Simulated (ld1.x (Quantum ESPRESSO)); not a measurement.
# Ag (Z = 47): TM pseudisation with PBE, scalar-relativistic reference atom.

ld1.x (Quantum ESPRESSO) 7.5 input, shortened:

```
&input
   title='Ag', zed=47., rel=1, dft='PBE', iswitch=3,
   config='[Kr] 4d10 5s0.5 5p0.5'
 /
 &inputp
   pseudotype=2, tm=.true., lloc=-1, rcloc=1.05,
   nlcc=.false.
 /
3
4S  1  0   2.00   0.00  1.20  1.20  0.0
4P  2  1   6.00   0.00  1.10  1.10  0.0
4D  3  2  10.00   0.00  1.60  1.60  0.0
 &test
   configts(1)='4s2 4p6 4d10 5s0.5 5p0.5'
 /
```

Occupied shells without a wave of their own: 5p, 5s. They enter only through the test configuration that unscreens the potential.

**Question.** Does the generator finish with these settings?

**Answer.** No. ld1.x (Quantum ESPRESSO) 7.5 stopped with "the pseudo-atom did not reach self-consistency". Before that it printed "Warning: n=2, l=0 expected 1 nodes, found 2".
